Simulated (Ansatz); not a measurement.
Basis-set extrapolation for `[SiH3]N[SiH](Cl)Cl` (PBE0-D4/def2-TZVP geometry, frozen core, Ansatz). Multiplicity 1, RHF reference.

|  | def2-TZVPP | def2-QZVPP |
| --- | --- | --- |
| HF | -1554.470824 | -1554.517757 |
| MP2 correlation | -0.831034 | -0.905024 |
| CCSD(T) correlation | -0.931262 | not run |

Energies in hartree. Use E(X) = E(∞) + A·exp(−7.88·√X) for Hartree–Fock and E(X) = E(∞) + B·X^(−2.97) for correlation, with X = 3 and 4, and add CCSD(T) minus MP2 of the smaller set to the MP2 limit.

Q: What is the CCSD(T) energy at the basis-set limit?

A: HF limit: -1554.517757 + (-0.046933) × 0.13774 = -1554.52422. MP2 limit: -0.905024 + (-0.073990) × 0.74074 = -0.95983. Higher-order term: -0.931262 − (-0.831034) = -0.10023. Total: -1555.58428 hartree, 114.3 kcal/mol below CCSD(T)/def2-TZVPP.
